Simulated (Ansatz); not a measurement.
This geometry of a periodic cell of 31 atoms, Al₃₀Si (host Al, host structure fcc, dopant Si, one Al atom removed) is a first-order saddle point.

Computed with Ansatz, DFT r2SCAN, scalar-relativistic, plane waves, PAW. Settings: PAW set soft_1, cutoff 500 eV, k mesh 2x2x2, fermi-dirac smearing 0.1 eV, no spin polarisation.

```xyz
31
Lattice="8.1000 0.0000 0.0000 0.0000 8.1000 0.0000 0.0000 0.0000 8.1000" Properties=species:S:1:pos:R:3
Al 4.026 -0.005 0.023
Al 6.036 2.081 0.008
Si 7.382 -0.004 2.744
Al -0.057 -0.005 0.074
Al 2.022 2.030 0.002
Al 4.022 4.045 0.003
Al 6.036 6.010 0.008
Al 1.950 -0.005 2.081
Al 4.026 2.023 2.016
Al 6.053 4.045 2.040
Al 3.987 -0.005 4.054
Al 6.079 1.991 4.045
Al 6.070 -0.005 6.137
Al 0.008 4.045 -0.078
Al 2.022 6.060 0.002
Al 0.062 2.236 1.961
Al 2.102 4.045 2.016
Al 4.026 6.068 2.016
Al 2.016 2.081 4.088
Al 4.048 4.045 4.077
Al 6.080 6.100 4.044
Al 2.001 -0.005 6.099
Al 4.042 2.068 6.083
Al 6.048 4.045 6.076
Al 0.062 5.855 1.962
Al -0.016 4.045 4.071
Al 2.016 6.010 4.088
Al 0.008 2.023 6.098
Al 2.021 4.045 6.102
Al 4.041 6.022 6.083
Al 0.008 6.068 6.098
```

**Question.** Which two structures does it join? (They come from a converged band through this point; their orientation in space is the band's.)

**Answer.** The atom that moves furthest is Si3, by 3.03 Å; four of its nearest neighbours are Al1 2.74, Al7 2.81, Al18 2.81, Al2 2.81 Å at the first end and Al22 2.75, Al27 2.81, Al19 2.81, Al31 2.81 Å at the last.

Initial state:

```xyz
31
Lattice="8.1000 0.0000 0.0000 0.0000 8.1000 0.0000 0.0000 0.0000 8.1000" Properties=species:S:1:pos:R:3
Al 4.076 -0.009 0.022
Al 6.054 2.019 0.019
Si 6.016 -0.013 1.962
Al -0.018 -0.010 0.015
Al 2.047 2.021 0.016
Al 4.072 4.040 0.018
Al 6.053 6.063 0.019
Al 2.052 -0.010 1.993
Al 4.073 2.019 2.000
Al 6.055 4.040 2.001
Al 4.069 -0.010 4.028
Al 6.061 1.996 4.025
Al 6.046 -0.010 6.099
Al -0.006 4.040 0.022
Al 2.047 6.061 0.017
Al -0.022 1.995 2.008
Al 2.046 4.039 1.998
Al 4.072 6.063 2.000
Al 2.046 2.019 4.031
Al 4.076 4.040 4.041
Al 6.062 6.086 4.025
Al 2.044 -0.011 6.089
Al 4.070 2.021 6.094
Al 6.052 4.040 6.093
Al -0.022 6.087 2.008
Al -0.015 4.039 4.031
Al 2.046 6.062 4.031
Al -0.015 2.019 6.092
Al 2.039 4.041 6.085
Al 4.070 6.061 6.094
Al -0.015 6.063 6.092
```

Final state:

```xyz
31
Lattice="8.1000 0.0000 0.0000 0.0000 8.1000 0.0000 0.0000 0.0000 8.1000" Properties=species:S:1:pos:R:3
Al 4.033 0.000 -0.017
Al 6.092 2.028 -0.020
Si 8.154 0.000 4.104
Al 0.030 0.000 -0.028
Al 2.006 2.030 -0.021
Al 4.038 4.050 -0.012
Al 6.092 6.072 -0.020
Al 2.008 0.000 2.045
Al 4.030 2.028 2.042
Al 6.092 4.050 2.042
Al 4.022 0.000 4.080
Al 6.099 2.003 4.065
Al 6.095 0.000 6.058
Al 0.024 4.050 -0.021
Al 2.006 6.070 -0.021
Al 0.015 2.003 2.049
Al 2.001 4.050 2.033
Al 4.030 6.072 2.042
Al 2.004 2.027 4.073
Al 4.029 4.050 4.074
Al 6.099 6.097 4.065
Al 1.998 0.000 6.048
Al 4.029 2.030 6.056
Al 6.083 4.050 6.051
Al 0.015 6.097 2.049
Al 0.020 4.050 4.070
Al 2.004 6.073 4.073
Al 0.023 2.027 6.054
Al 2.005 4.050 6.055
Al 4.029 6.070 6.056
Al 0.023 6.073 6.054
```

**Question.** How far does it lie above each of them?

**Answer.** 0.63 eV above the first and 0.63 eV above the second. This is the barrier of this one path; another mechanism may lie lower. Limits of this set-up: coarse k mesh, no spin, though dangling bonds at a vacancy may carry it, a small cell, in which the defect meets its images, a typed lattice constant that wasn't relaxed here.

The run took 8.8 min on 4 threads of Intel(R) Xeon(R) 6975P-C (Granite Rapids), on a shared host, peak memory 6.7 GiB.
